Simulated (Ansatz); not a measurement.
Born–Oppenheimer molecular dynamics of ClF₂H₃W (7 atoms, charge 0, multiplicity 1). It starts from a relaxed structure.

Method: Ansatz 0.2.0, RKS PBE/def2-SVP.

```json
{"ensemble": "NVT, Langevin thermostat", "time step": "0.5 fs", "steps asked": "150", "set temperature": "300 K", "friction": "0.01 /fs", "seed": "52704"}
```

First frame:

```xyz
7
Properties=species:S:1:pos:R:3
W 0.281 -0.281 0.269
Cl -0.317 0.317 2.393
F 1.998 0.260 -0.286
H -0.089 1.327 -0.064
H -1.327 0.089 -0.064
F -0.260 -1.998 -0.286
H -0.156 0.156 -1.292
```

**Question.** How far do the bonds stretch over the last three quarters of this one trajectory? (Pairs bonded in most of those frames.)

**Answer.** 
| bond | mean (Å) | spread (Å) | shortest | longest |
| --- | --- | --- | --- | --- |
| W1–Cl2 | 2.293 | 0.019 | 2.27 | 2.33 |
| W1–F3 | 1.891 | 0.014 | 1.87 | 1.91 |
| W1–H4 | 1.695 | 0.055 | 1.59 | 1.79 |
| W1–H5 | 1.689 | 0.027 | 1.65 | 1.74 |
| W1–F6 | 1.889 | 0.024 | 1.86 | 1.93 |
| W1–H7 | 1.674 | 0.033 | 1.61 | 1.74 |

Mean temperature of the second half: 200 K. The mean temperature of the second half is 33 % below the set value. A run of 0.075 ps of so small a system gives no equilibrium averages.

The run took 4.5 min on 1 thread of Intel(R) Xeon(R) 6975P-C (Granite Rapids), on a shared host, peak memory 0.15 GiB.
